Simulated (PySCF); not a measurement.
Excitation energy of P by level of theory

P [Ne] 3s2 3p3 (4S) → P [Ne] 3s1 3p4 (4P), as a difference of total energies. Calculation: PySCF 2.14, in x2c-QZVPPall with one added diffuse shell each of s, p, d, f type (10s7p5d3f1g, 86 functions); the spin-free X2C one-electron Hamiltonian (Gaussian nucleus). Correlated levels: valence and next inner shell: 1s2 frozen. The calculations carry no spin-orbit coupling.

| method | excitation energy (cm⁻¹) | error (cm⁻¹) |
| --- | --- | --- |
| UHF | 64281 | +4639 |
| MP2 (valence and next inner shell) | 66378 | +6736 |
| SCS-MP2 (valence and next inner shell) | 66427 | +6784 |
| CCSD (valence and next inner shell) | 62703 | +3060 |
| CCSD(T) (valence and next inner shell) | 60975 | +1332 |

Reference: 59643 cm⁻¹ (measured; NIST levels, between the centres of gravity of the two terms).

Errors of the correlated levels include the incompleteness of this basis and the frozen core.

The coupled-cluster amplitudes are large for the upper state (T1 above 0.03 or a double amplitude above 0.15), so a single reference is strained.
